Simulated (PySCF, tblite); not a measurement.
C₃H₁₂FNSi₃.
Geometry (GFN2-xTB, Å), atoms numbered from 1 in this order:
```
atom  x, y, z in Å
F1    -2.3598    1.5115   -1.5774
C2    -1.6407    0.3676   -1.4548
C3    -1.5681   -0.2815   -0.3029
Si4   -2.4986    0.3878    1.2030
C5    -0.7142   -1.4940   -0.1867
Si6    0.9843   -1.0530    0.5695
N7     1.5841    0.2806   -0.3445
Si8    3.1283    1.0638   -0.2414
H9    -1.1735    0.0964   -2.3931
H10   -3.9113    0.5403    0.8527
H11   -2.3509   -0.5926    2.2824
H12   -1.9281    1.6760    1.6015
H13   -1.1999   -2.2335    0.4469
H14   -0.5600   -1.9473   -1.1672
H15    0.8261   -0.7224    1.9921
H16    1.9051   -2.1806    0.4103
H17    0.8770    0.7978   -0.8441
H18    3.1891    1.9656   -1.3916
H19    4.1445    0.0154   -0.2983
H20    3.2615    1.8129    1.0126
```

Method: PBE0/pcSseg-1 in PySCF (dipole) on a GFN2-xTB geometry, gas phase.

Masses are those of the commonest isotopes; rigid-rotor values at the optimised geometry. The values belong to one conformer with, in the numbering `[F:1]/[CH:2]=[C:3](\[SiH3:4])[CH2:5][SiH2:6][NH:7][SiH3:8]`, C2–C3–C5–Si6 97°, C3–C5–Si6–N7 -51°, C5–Si6–N7–Si8 -175°.

Question: What are A, B and C (GHz)?

Answer: Ia = 312.04, Ib = 849.95, Ic = 967.94 u·Å²; 505379 MHz·u·Å²/I gives 1620, 594.6 and 522.1 MHz, that is A = 1.6196, B = 0.5946, C = 0.5221 GHz.

Question: Classify the top.

Answer: An asymmetric top. Ray's parameter κ = (2B − A − C)/(A − C) = -0.868; −1 is the prolate and +1 the oblate limit.

Question: What does the inertial defect say?

Answer: Not planar: Δ = Ic − Ia − Ib = -194.05 u·Å². For a rigid frame Δ = −2 Σ m c², so Σ m c² = 97.02 u·Å² lies off the ab plane: 23.41 from hydrogen and 73.61 from heavier atoms. The atom farthest from that plane is 2.26 Å away.

Question: Give the other two planar moments, Paa and Pbb, and the rms extents of the mass along the axes.

Answer: Paa = Σ m a² = (Ib + Ic − Ia)/2 = 752.92 and Pbb = Σ m b² = (Ia + Ic − Ib)/2 = 215.01 u·Å². With the mass M = 165.03 u, the rms extents √(P/M) along a, b and c are 2.14, 1.14, 0.77 Å.

Question: Where do the levels up to J = 5 lie, in K?

Answer: Above 0(0,0), as E/k:
J = 1: 1(0,1) 0.054, 1(1,1) 0.103, 1(1,0) 0.106
J = 2: 2(0,2) 0.161, 2(1,2) 0.206, 2(1,1) 0.217, 2(2,1) 0.365, 2(2,0) 0.365
J = 3: 3(0,3) 0.321, 3(1,3) 0.362, 3(1,2) 0.383, 3(2,2) 0.525, 3(2,1) 0.526, 3(3,1) 0.780, 3(3,0) 0.780
J = 4: 4(0,4) 0.533, 4(1,4) 0.569, 4(1,3) 0.604, 4(2,3) 0.740, 4(2,2) 0.742, 4(3,2) 0.995, 4(3,1) 0.995, 4(4,1) 1.351, 4(4,0) 1.351
J = 5: 5(0,5) 0.798, 5(1,5) 0.828, 5(1,4) 0.880, 5(2,4) 1.007, 5(2,3) 1.013, 5(3,3) 1.263, 5(3,2) 1.263, 5(4,2) 1.619, 5(4,1) 1.619, 5(5,1) 2.077, 5(5,0) 2.077

Question: Predict some low-J microwave lines.

Answer: The dipole components are |μa| = 0.28 D, |μb| = 0.49 D, |μc| = 0.98 D. The squared components, which scale the intensities, stand as 0.08 : 0.25 : 1.00 (a : b : c). Some lines, for components of 0.1 D or more:

| type | branch | J(Ka,Kc) | MHz | lower level (cm⁻¹) |
| --- | --- | --- | --- | --- |
| b | R | 3(1,2) ← 2(2,1) | 381 | 0.253 |
| a | Q | 3(1,2) ← 3(1,3) | 435 | 0.252 |
| c | Q | 3(1,3) ← 3(0,3) | 860 | 0.223 |
| c | Q | 2(1,2) ← 2(0,2) | 956 | 0.112 |
| a | R | 1(0,1) ← 0(0,0) | 1117 | 0.000 |
| b | R | 2(0,2) ← 1(1,1) | 1205 | 0.071 |
| a | R | 2(1,2) ← 1(1,1) | 2161 | 0.071 |
| c | R | 1(1,0) ← 0(0,0) | 2214 | 0.000 |
| c | Q | 3(2,2) ← 3(1,2) | 2969 | 0.266 |
| b | R | 2(1,2) ← 1(0,1) | 3186 | 0.037 |
| a | R | 3(1,3) ← 2(1,2) | 3239 | 0.144 |
| b | Q | 2(2,1) ← 2(1,2) | 3292 | 0.144 |
| a | R | 3(2,2) ← 2(2,1) | 3350 | 0.253 |
| a | R | 3(2,1) ← 2(2,0) | 3365 | 0.253 |
| b | Q | 3(2,2) ← 3(1,3) | 3403 | 0.252 |
| a | R | 3(1,2) ← 2(1,1) | 3456 | 0.151 |
| b | R | 3(1,3) ← 2(0,2) | 4195 | 0.112 |
| c | R | 3(1,2) ← 2(0,2) | 4630 | 0.112 |
| c | Q | 3(3,1) ← 3(2,1) | 5290 | 0.366 |
| b | Q | 3(3,1) ← 3(2,2) | 5309 | 0.365 |
| b | R | 2(2,1) ← 1(1,0) | 5381 | 0.074 |
| c | R | 2(2,0) ← 1(1,0) | 5385 | 0.074 |
| b | R | 2(2,0) ← 1(1,1) | 5457 | 0.071 |
| c | R | 3(2,2) ← 2(1,2) | 6643 | 0.144 |
| b | R | 3(2,1) ← 2(1,2) | 6661 | 0.144 |
| c | R | 3(3,0) ← 2(2,0) | 8655 | 0.253 |
| c | R | 3(3,1) ← 2(2,1) | 8659 | 0.253 |
| b | R | 3(3,0) ← 2(2,1) | 8659 | 0.253 |

Question: Estimate the classical rotational partition function at 25 K, 50 K and 100 K.

Answer: Point group C1, symmetry number σ = 1; q = (√π/σ)·√((kT/h)³/(ABC)), k/h = 20836.6 MHz/K: 29700 at 25 K, 84100 at 50 K, 238000 at 100 K.

Its GFN2-xTB frequencies are all real (lowest 23 cm⁻¹). Zero-point vibration and centrifugal distortion are left out. A rigid rotor knows nothing of inversion at nitrogen or internal rotation, which can split or shift real lines. Quadrupole hyperfine structure (14N) is left out.
